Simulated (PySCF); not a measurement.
B3LYP has the VWN-RPA correlation part, as in Gaussian. 

Z-matrix (Å, degrees):
```
Ga
H 1 1.6007
H 1 1.6008 2 119.97
```
Charge 0, spin multiplicity 2.

Task: Give the highest occupied spin orbital, dipole moment and total energy at the level B3LYP-D3(BJ)/def2-TZVP run with PySCF.

Result: 
```json
{
  "highest_occupied_spin_orbital": "-5.41 eV",
  "dipole_moment": "0.069 e·Å",
  "total_energy": "-1926.0446 Ha"
}
```
